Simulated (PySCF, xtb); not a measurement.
C3H7NSi, SMILES CC1=NC[SiH2]1.

GFN2-xTB in xtb at its own geometry gives an orbital gap of 2.84 eV and a dipole moment of 2.85 D.

The structure is a stationary point at B3LYP-D3(BJ)/def2-SVP. The structure was generated by enumeration, and PubChem lists no compound with its InChIKey, so it may never have been made.

Problem. What does PBE/def2-TZVP (PySCF) give? (The exact figures need the calculation; the answer reports its results.)

Solution. gap 3.81 eV (levels -5.41 and -1.60 eV), dipole 1.41 D.
